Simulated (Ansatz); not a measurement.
A first, cheap relaxation of FGeH$_{5}$O$_{2}$Si (`[OH][GeH2][SiH](O)F`).

```yaml
crystal:
  periodic: [false, false, false]
  atoms:
    - {symbol: O, position_ang: [-2.208900, 0.552700, -0.090300]}
    - {symbol: Ge, position_ang: [-0.552800, 0.616700, -0.835900]}
    - {symbol: Si, position_ang: [0.927400, -0.236600, 0.611500]}
    - {symbol: O, position_ang: [0.538600, -1.877300, 1.007800]}
    - {symbol: F, position_ang: [2.509000, -0.227900, -0.067600]}
    - {symbol: H, position_ang: [-2.791900, 0.969700, -0.781600]}
    - {symbol: H, position_ang: [-0.556000, -0.202100, -2.156600]}
    - {symbol: H, position_ang: [-0.213100, 2.095900, -1.164600]}
    - {symbol: H, position_ang: [0.975700, 0.524300, 1.871200]}
    - {symbol: H, position_ang: [1.197200, -2.154600, 1.669400]}
basis:
  gaussian: {orbitals: def2-SVP}
hamiltonian: {xc: pbe, dispersion: d4}
relax: {f_tol: 0.03, max_steps: 200}
```

```sh
$ ansatz run in.yaml --threads 4 --pin off --events-out ev --progress --plain
```

Shortened log:

```
Functional definition: PBE
mean field -71256.28632485 eV, -2618.6202231928 hartree, gradient 1.9e-5 eV, S^2 0.000000; 0 other end points of the search recorded, 0 dependent functions left out
relax step   1: F+E_penalty+E_count = -71256.49476721 eV  Δ(F+E_penalty+E_count) = +0.000e0 eV  max|allowed force component| = 2.350e0 eV/Å  Δτ_max = 0.0000 Å  (28 SCF iters, accepted)
mean field -71256.51719985 eV, -2618.6287076925 hartree, gradient 1.3e-5 eV, S^2 0.000000; 0 other end points of the search recorded, 0 dependent functions left out
relax step   2: F+E_penalty+E_count = -71256.72582745 eV  Δ(F+E_penalty+E_count) = -2.311e-1 eV  max|allowed force component| = 1.151e0 eV/Å  Δτ_max = 0.1774 Å  (29 SCF iters, accepted)
mean field -71256.58526593 eV, -2618.6312090749 hartree, gradient 1.3e-5 eV, S^2 0.000000; 0 other end points of the search recorded, 0 dependent functions left out
relax step   3: F+E_penalty+E_count = -71256.79179960 eV  Δ(F+E_penalty+E_count) = -6.597e-2 eV  max|allowed force component| = 9.723e-1 eV/Å  Δτ_max = 0.0879 Å  (29 SCF iters, accepted)
mean field -71256.62062327 eV, -2618.6325084330 hartree, gradient 1.0e-5 eV, S^2 0.000000; 0 other end points of the search recorded, 0 dependent functions left out
relax step   4: F+E_penalty+E_count = -71256.82725427 eV  Δ(F+E_penalty+E_count) = -3.545e-2 eV  max|allowed force component| = 5.977e-1 eV/Å  Δτ_max = 0.0282 Å  (29 SCF iters, accepted)
mean field -71256.64053668 eV, -2618.6332402371 hartree, gradient 8.7e-6 eV, S^2 0.000000; 0 other end points of the search recorded, 0 dependent functions left out
relax step   5: F+E_penalty+E_count = -71256.84904852 eV  Δ(F+E_penalty+E_count) = -2.179e-2 eV  max|allowed force component| = 1.993e-1 eV/Å  Δτ_max = 0.1404 Å  (29 SCF iters, accepted)
mean field -71256.64523155 eV, -2618.6334127707 hartree, gradient 1.0e-5 eV, S^2 0.000000; 0 other end points of the search recorded, 0 dependent functions left out
relax step   6: F+E_penalty+E_count = -71256.85379720 eV  Δ(F+E_penalty+E_count) = -4.749e-3 eV  max|allowed force component| = 4.891e-2 eV/Å  Δτ_max = 0.0298 Å  (29 SCF iters, accepted)
mean field -71256.64662223 eV, -2618.6334638772 hartree, gradient 1.1e-5 eV, S^2 0.000000; 0 other end points of the search recorded, 0 dependent functions left out
relax step   7: F+E_penalty+E_count = -71256.85520178 eV  Δ(F+E_penalty+E_count) = -1.405e-3 eV  max|allowed force component| = 2.903e-2 eV/Å  Δτ_max = 0.0347 Å  (28 SCF iters, accepted)
mean field -71256.64662223 eV, -2618.6334638772 hartree, gradient 1.1e-5 eV, S^2 0.000000; 1 other end points of the search recorded, 0 dependent functions left out
Total energy: -71256.85524037 eV, -2618.6411304523 hartree
Atom 0 at    -2.136413     0.612702    -0.057435 Å, force    -0.010174     0.003643     0.003895 eV/Å
Atom 1 at    -0.545428     0.618040    -0.925785 Å, force     0.005035     0.012334    -0.013285 eV/Å
Atom 2 at     0.991565    -0.222102     0.688031 Å, force    -0.000625     0.017048    -0.029030 eV/Å
Atom 3 at     0.616860    -1.836157     0.878577 Å, force     0.019935    -0.026682     0.024864 eV/Å
Atom 4 at     2.499180    -0.054122     0.048996 Å, force    -0.005725    -0.003263     0.006567 eV/Å
Atom 5 at    -2.847165     0.932261    -0.643708 Å, force     0.004591    -0.000776     0.001123 eV/Å
Atom 6 at    -0.608556    -0.282116    -2.198040 Å, force    -0.003793    -0.000900     0.004753 eV/Å
Atom 7 at    -0.187324     2.070850    -1.369479 Å, force    -0.001083     0.004824    -0.006663 eV/Å
Atom 8 at     1.022254     0.510115     2.001463 Å, force    -0.003300    -0.003240     0.013671 eV/Å
Atom 9 at     1.020226    -2.288671     1.640680 Å, force    -0.004861    -0.002989    -0.005894 eV/Å
Dipole moment:    -0.103732    -0.020911     0.089461 e Å
```

It took 18 s on 4 threads of a server CPU on a shared host, with 0.17 GiB of host memory at the peak.
